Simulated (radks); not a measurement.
Q: The mean radii <r> (bohr) of the occupied orbitals of an atom or ion are listed with their occupations. All-electron calculation, non-relativistic Kohn-Sham, PBE, spin-polarised, spherical densities, point nucleus. Program: a radial shooting solver on a logarithmic mesh with Libxc functionals.

orbital  occ.      <r>
1s          2  0.04368
2s          2   0.1937
2p          6   0.1671
3s          2   0.5600
3p          6   0.5648
3d         10   0.5734

Name the element and its charge. Open shells, if any, are filled with parallel spins first.

A: Z = 35, bromine, charge +7: Br7+ in [Ar] 3d10. The 1s radius gives Z: for a bare nucleus <r> = 1.5/Z, 0.04286 bohr for Z = 35, and screening makes it slightly larger (0.04368 here). The occupations add up to 28, and the charge is Z minus that.
